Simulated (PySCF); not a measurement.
Compound: C₈H₆ClFOS.
Numbering: `[CH3:1][S:2][c:3]1[cH:4][cH:5][c:6]([C:7](=[O:8])[Cl:9])[cH:10][c:11]1[F:12]`

NICS = −σ at a ghost point: NICS(0) at the centroid of the ring atoms, NICS(1) 1 Å to either side along the normal of their mean plane, zz for the tensor component along that normal. Level: GIAO PBE0/pcSseg-1 (PySCF, non-relativistic, gas phase) on the GFN2-xTB geometry, one conformer.

Ring bond lengths (Å), with Mayer bond orders in brackets: C3–C4 1.402 (1.34), C4–C5 1.373 (1.50), C5–C6 1.398 (1.33), C6–C10 1.397 (1.35), C10–C11 1.376 (1.47), C11–C3 1.397 (1.24).

Question: What do the NICS probes read (ppm)?

Answer: 
```csv
ring,type,NICS(0),"NICS(1), two faces","NICS(1)zz, two faces",rms pucker (Å),"centre to ring atoms, mean (Å)"
C3–C4–C5–C6–C10–C11,6-membered carbocycle; formal bonds all aromatic,-9.3,-10.4 / -10.4,-22.7 / -22.7,0.00,1.39
```

Question: What can be read from them?

Answer: 
- C3–C4–C5–C6–C10–C11: mean NICS(1)zz -22.7 ppm, shielded. For a flat ring without four-coordinate atoms the NICS criterion counts such a value as aromatic.

Question: What does the geometric index give? HOMA = 1 − mean of α(R − Ropt)² over the ring bonds, with Krygowski's 1993 parameters (CC: Ropt 1.388 Å, α 257.7 Å⁻²).

Answer: 
- C3–C4–C5–C6–C10–C11: HOMA 0.97 = 1 − EN − GEO, with mean bond length 1.391 Å, EN = α(Ropt − mean)² = 0.002 and GEO = α × variance = 0.033. The geometric and the magnetic index point the same way.

Question: At the second NICS(1) probe listed for ring C3–C4–C5–C6–C10–C11, 1 Å off the ring, what do the in-plane components average?

Answer: The isotropic value is a third of the trace: (3 × -10.4 − (-22.7))/2 = -4.3 ppm.

Question: List the ring angles and the Hirshfeld charges of the ring atoms.

Answer: 
- C3–C4–C5–C6–C10–C11: C3 117.0° (-0.018 e), C4 122.0° (-0.051 e), C5 120.1° (-0.043 e), C6 118.7° (-0.028 e), C10 120.5° (-0.048 e), C11 121.7° (+0.082 e); sum 720.0° against 720° for a flat convex ring.

Question: What are the shieldings of the ring atoms and their hydrogens in the same run (means over atoms taken as equivalent)?

Answer: 
```json
{"atoms": "C3", "environment": "substituted aromatic carbon", "σ isotropic (ppm)": "41.6", "principal values of the symmetric part, first atom (ppm)": "-19.8, -5.1, 149.5"}
{"atoms": "C4", "environment": "aromatic CH carbon", "σ isotropic (ppm)": "54.6", "principal values of the symmetric part, first atom (ppm)": "-43.5, 45.2, 162.2"}
{"atoms": "C5", "environment": "aromatic CH carbon", "σ isotropic (ppm)": "51.5", "principal values of the symmetric part, first atom (ppm)": "-43.5, 26.3, 171.8"}
{"atoms": "C6", "environment": "substituted aromatic carbon", "σ isotropic (ppm)": "54.3", "principal values of the symmetric part, first atom (ppm)": "-20.7, 36.2, 147.4"}
{"atoms": "C10", "environment": "aromatic CH carbon", "σ isotropic (ppm)": "60.3", "principal values of the symmetric part, first atom (ppm)": "-24.8, 39.7, 165.9"}
{"atoms": "C11", "environment": "aromatic C–F carbon", "σ isotropic (ppm)": "18.6", "principal values of the symmetric part, first atom (ppm)": "-54.4, 35.9, 74.1"}
{"atoms": "H on C4", "environment": "aromatic hydrogen", "σ isotropic (ppm)": "24.29", "principal values of the symmetric part, first atom (ppm)": "19.6, 23.5, 29.7"}
{"atoms": "H on C5", "environment": "aromatic hydrogen", "σ isotropic (ppm)": "23.46", "principal values of the symmetric part, first atom (ppm)": "18.6, 22.5, 29.3"}
{"atoms": "H on C10", "environment": "aromatic hydrogen", "σ isotropic (ppm)": "23.70", "principal values of the symmetric part, first atom (ppm)": "19.1, 23.6, 28.4"}
```

Shape of the structure used: `[CH3:1][S:2][c:3]1[cH:4][cH:5][c:6]([C:7](=[O:8])[Cl:9])[cH:10][c:11]1[F:12]`: C1–S2–C3–C4 -179°, C5–C6–C7–O8 179°.
